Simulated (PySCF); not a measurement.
# Excitation energy of Lu by level of theory

Lu [Xe] 4f14 5d1 6s2 (2D) → Lu [Xe] 4f14 5d2 6s1 (4F), as a difference of total energies. All numbers are calculated (PySCF 2.14, the spin-free X2C one-electron Hamiltonian (Gaussian nucleus), in x2c-TZVPPall). Correlated levels: valence: [Kr] 4d10 frozen; valence and next inner shell: [Ar] 3d10 frozen. The calculations carry no spin-orbit coupling.

```csv
method,excitation energy (eV)
UHF,1.692
LDA,2.074
PBE,1.929
PBE0,1.909
r2SCAN,1.615
B3LYP,2.176
BLYP,2.187
r2SCANh,1.659
MP2 (valence),2.395
SCS-MP2 (valence),2.597
MP2 (valence and next inner shell),2.385
SCS-MP2 (valence and next inner shell),2.588
```

**Question.** How much does correlation contribute at MP2 (valence and next inner shell)?

**Answer.** 2.385 − (1.692) = 0.693 eV, measured against UHF.

Errors of the correlated levels include the incompleteness of this basis and the frozen core.

For comparison: 2.359 eV (measured; NIST levels, between the centres of gravity of the two terms).
